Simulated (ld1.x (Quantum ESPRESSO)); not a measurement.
## Varying the ultrasoft potential for indium

Base potential:

- Element: indium (In)
- Generator: ld1.x (Quantum ESPRESSO) 7.5
- Type: ultrasoft
- Functional: PBE
- Relativity: fully relativistic
- Frozen core: [Kr]
- Valence charge: 13
- Reference configuration: 4d10 5s2 5p1
- Partial waves: 5s (bound): rcut 1.60, rcutus 1.90 bohr; 5s channel at 2.3 Ry: rcut 1.60, rcutus 1.90 bohr; 5p (bound): rcut 2.55, rcutus 3.20 bohr; 5p channel at 1.8 Ry: rcut 2.55, rcutus 3.20 bohr; 4d (bound): rcut 1.00, rcutus 1.30 bohr; 4d channel at 0.45 Ry: rcut 1.00, rcutus 1.30 bohr; 4f channel at 0.05 Ry: rcut 2.20, rcutus 2.80 bohr; 4f channel at 2.8 Ry: rcut 2.20, rcutus 2.80 bohr
- Local potential: all-electron potential smoothed inside 2.00 bohr (lloc = -2)
- Core correction: none
- Augmentation charge: PSQ, inside the norm-conserving radii

Open shells are filled in proportion to 2j + 1 (rel_dist='average').

All-electron outer shells of the reference configuration (PBE, scalar-relativistic, ld1.x):

| shell | level (eV) | outermost node (bohr) | outermost maximum (bohr) |
| --- | --- | --- | --- |
| 4s | -119.66 | 0.41 | 0.77 |
| 4p | -78.13 | 0.42 | 0.82 |
| 4d | -18.62 | 0.40 | 0.94 |
| 5s | -8.21 | 1.02 | 2.16 |
| 5p | -2.52 | 1.14 | 2.85 |

Cutoffs, loose and tight: the cutoffs (Ry, on a coarse ladder) from which the occupation-weighted sum of valence levels, in a spherical-Bessel basis at the reference potential, stays within 10 and 1 mRy of its value at 400 Ry. They do not see the model core or the augmentation charge, which bear on the density cutoff. Test errors are all-electron minus pseudo excitation energies from the reference, over the configurations 4d10 5s2 5p0; 4d10 5s1 5p0; 4d10 5s0 5p0; 4d10 5s2 5p0.5; 4d9 5s0 5p0; 4d9 5s2 5p2; 4d10 5s1 5p1. A dash means not determined; rows that change the core or the reference have their own tests. The largest error is taken over the tests solved by every variant that gives reliable tests at all: 4d10 5s0 5p0; 4d10 5s1 5p0; 4d10 5s2 5p0; 4d10 5s2 5p0.5; 4d9 5s0 5p0.

| change | outcome | cutoff, loose | cutoff, tight | bound ghosts | largest test error (meV) |
| --- | --- | --- | --- | --- | --- |
| base | generated | 80 Ry | 140 Ry | none | +165 |
| core correction a·sin(br)/r model core inside 0.54 bohr | generated | 80 Ry | 140 Ry | none | -190 |
| core correction a·sin(br)/r model core inside 0.70 bohr | generated | 80 Ry | 140 Ry | none | -188 |
| core correction a·sin(br)/r model core inside 0.86 bohr | generated | 80 Ry | 140 Ry | none | -186 |
| core correction a·sin(br)/r model core inside 1.06 bohr | generated | 80 Ry | 140 Ry | none | -180 |
| core correction a·sin(br)/r model core inside 1.22 bohr | generated | 80 Ry | 140 Ry | none | -171 |
| core correction a·sin(br)/r model core inside 1.36 bohr | generated | 80 Ry | 140 Ry | none | -157 |

What comes out with this change to the base: core correction a·sin(br)/r model core inside 1.54 bohr?

outcome: generated; cutoff, loose: 80 Ry; cutoff, tight: 140 Ry; bound ghosts: none; largest test error (meV): -126.
